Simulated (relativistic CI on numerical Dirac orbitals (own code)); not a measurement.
## Hyperfine structure of Hf24+, mass number 179

Calculated at this level of theory: Dirac-Coulomb-Breit CI, KLI orbitals optimised for each configuration, QED by a radiative potential, unscaled Slater integrals (own radial code, finite nucleus).

Configurations in the expansion (outside the closed core [Ar] 3d10): 4s²4p⁶4d¹⁰4f², 4s²4p⁶4d¹⁰4f5s, 4s²4p⁶4d⁹4f³, 4s²4p⁶4d¹⁰5s², 4s²4p⁶4d¹⁰4f5p, 4s²4p⁶4d¹⁰5s5p, 4s²4p⁶4d¹⁰5p², 4s²4p⁶4d¹⁰4f5d, 4s²4p⁵4d¹⁰4f³, 4s²4p⁶4d¹⁰5s5d, 4s²4p⁶4d¹⁰5p5d, 4s²4p⁶4d⁹4f5s², 4s²4p⁶4d⁹4f²5s, 4s²4p⁶4d¹⁰4f5f, 4s4p⁶4d¹⁰4f³, 4s²4p⁶4d⁹4f5s5p. Levels of other configurations are missing.

Nuclear spin I = 9/2, μ = -0.6389 μN, Q = 3.79 b (tables of Stone and Pyykkö). The electronic factors are computed for point nuclear moments, without core polarisation or the Bohr-Weisskopf and QED corrections.

```csv
Level,E (cm⁻¹),A (MHz),B (MHz)
4s²4p⁶4d¹⁰4f² ³H4,0.0,-507.4,13000
4s²4p⁶4d¹⁰4f² ³F2,17835.9,-503,-4900
4s²4p⁶4d¹⁰4f² ³H5,20298.0,-363.3,14400
4s²4p⁶4d¹⁰4f² ³F3,32967.1,-322.8,-4230
4s²4p⁶4d¹⁰4f² ³H6,38156.4,-294.4,16600
4s²4p⁶4d¹⁰4f² ³F4,56981.2,-276.4,-1300
4s²4p⁶4d¹⁰4f² ¹D2,65145.6,-299.1,-8300
4s²4p⁶4d¹⁰4f² ³P1,79598.9,17.75,4770
```

Levels with J = 0, under 50 % of one LS term, or S terms without an open s electron are left out. Small factors come from cancelling terms and can be off by tens of per cent or more.

At this charge energies of transitions that change n are usually good to better than 1 %, and those within a shell (Δn = 0) to a few per cent. Terms inside the open d or f shell come out 10 to 20 % too wide with unscaled integrals.

Question: Give the hyperfine levels of 4s²4p⁶4d¹⁰4f² ³H4 relative to its centre of gravity.

Answer: With K = F(F + 1) − I(I + 1) − J(J + 1), E = AK/2 + B[¾K(K + 1) − I(I + 1)J(J + 1)]/[2I(2I − 1)J(2J − 1)]: F = 1/2: 17140, F = 3/2: 15160, F = 5/2: 12040, F = 7/2: 8094, F = 9/2: 3715, F = 11/2: -569.7, F = 13/2: -4120, F = 15/2: -6179, F = 17/2: -5872 MHz.

LS names give the leading component of a level, which can be under half, so a name can repeat, a term be missing and a line seem to break the LS rules.
